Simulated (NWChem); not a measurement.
System: GeH₂S₂F₂; SMILES [Ge]([F])([SH])([F])[SH]

```xyz
7

F     -0.1752    -1.3422    -1.3380
Ge     0.0000     0.0000    -0.2456
F      0.1752     1.3422    -1.3380
S      1.8311    -0.0997     0.9950
S     -1.8311     0.0997     0.9950
H      2.5672     0.5294     0.0511
H     -2.5672    -0.5294     0.0511
```
Atoms are numbered in this order, from 1.

All runs: NWChem. The geometry was optimised at B3LYP/6-31G* (spherical d). Level r2SCAN/def2-SVP: energy and gradient on several grids; changes count from the extra-fine grid, which is no exact limit either.

**Question.** Which is the coarsest grid (xfine; fine; medium; coarse; xcoarse) from which on the energy stays within 50 μHa and each gradient component within 100 μHa/bohr of xfine?

**Answer.** fine.
| grid | size of the energy change (μHa) | largest change of a gradient component (μHa/bohr) |
|---|---|---|
| xcoarse | 10000 | 7000 |
| coarse | 400 | 500 |
| medium | 300 | 90 |
| fine | 30 | < 30 |
| xfine | < 10 | < 30 |
